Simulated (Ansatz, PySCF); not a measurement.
C2H8OSi3, SMILES O[Si@H]1C=C[Si@@H]1[SiH3]. Atoms are numbered in the order given.

```xyz
14

O      1.1717     2.5091    -1.1124
Si     0.4839     0.9845    -1.0876
C      1.6183    -0.5277    -1.1090
C      1.2874    -1.2125     0.0171
Si    -0.0381    -0.1709     0.9059
Si    -2.1091    -1.2422     1.2004
H      1.8171     2.7031    -0.4222
H     -0.5111     1.0348    -2.1923
H      2.3611    -0.8887    -1.8339
H      1.7215    -2.1883     0.2756
H      0.4253     0.3999     2.2110
H     -3.1253    -0.2785     1.7209
H     -2.5827    -1.7720    -0.1131
H     -2.0061    -2.3830     2.1608
```

Coordinates come from a B3LYP-D3(BJ)/def2-SVP optimisation. The structure was generated by enumeration; whether it is a known compound was not checked. One conformer was computed; it need not be the lowest.

Two levels are set side by side: PBE-D3(BJ)/def2-SVP (Ansatz, an electronic-structure program) and B3LYP-D3(BJ)/def2-SVP (Ansatz). Each level has its own optimised geometry; the coordinates shown are those of the second. Frequencies come from the Hessian of PySCF at each geometry. Differences are taken from unrounded values.

```tsv
quantity	B3LYP-D3(BJ)	PBE-D3(BJ)	PBE-D3(BJ) minus B3LYP-D3(BJ)
mean bond length (Å)	1.584	1.593	0.010
bond O1–Si2 (Å)	1.673	1.686	0.013
bond Si2–C3 (Å)	1.891	1.896	0.006
bond Si2–Si5 (Å)	2.362	2.370	0.007
bond C3–C4 (Å)	1.359	1.367	0.008
bond C4–Si5 (Å)	1.906	1.911	0.005
bond Si5–Si6 (Å)	2.350	2.353	0.003
bond O1–H7 (Å)	0.965	0.973	0.009
bond Si2–H8 (Å)	1.488	1.502	0.014
bond C3–H9 (Å)	1.099	1.107	0.008
bond C4–H10 (Å)	1.099	1.107	0.009
bond Si5–H11 (Å)	1.498	1.512	0.014
bond Si6–H12 (Å)	1.494	1.507	0.013
bond Si6–H13 (Å)	1.493	1.506	0.013
bond Si6–H14 (Å)	1.495	1.508	0.013
highest harmonic wavenumber (cm⁻¹)	3867	3757	-110
mean harmonic wavenumber (cm⁻¹)	1088	1054	-33
zero-point energy (kcal/mol)	55.97	54.26	-1.72
```

GGA bonds tend to be longer and softer than those of functionals with exact exchange. Differences between two approximate levels are no errors against the true value.
